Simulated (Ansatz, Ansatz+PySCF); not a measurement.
```yaml
atoms:
  - { symbol: O, position_ang: [0.0000, 0.0000, -0.5941] }
  - { symbol: O, position_ang: [0.0000, 0.0000, 0.5941] }
  - { symbol: O, position_ang: [10.0000, 0.0000, -0.5941] }
  - { symbol: O, position_ang: [10.0000, 0.0000, 0.5941] }
```

Basis set: STO-3G (spherical functions). Correlated methods keep 4 orbitals frozen. Correlation on ROHF uses semicanonical orbitals with singles. Charge 0, multiplicity 5.

Computed with Ansatz (development build ahead of 0.2.0); each method stands on the lowest determinant of its kind that the runs found.

(1) Give the atomization energy at this shape (free ground-state atoms in the same class of orbitals less the molecule, no zero-point energy) of quintet O4 in separate pieces by UHF-CCSD(T), UHF-MP2, ROHF-MP2, UHF, ROHF.

Answers

(1)

```
     method  atomization energy
UHF-CCSD(T)     160.20 kcal/mol
    UHF-MP2     137.41 kcal/mol
   ROHF-MP2     136.65 kcal/mol
        UHF      30.04 kcal/mol
       ROHF      27.77 kcal/mol
```

Caution: the determinant breaks the point group. Caution for UHF-MP2, ROHF-MP2: another reference gives a lower total.

This basis has no polarisation functions and is too small for such energies, which can lie far from measured ones in either direction.
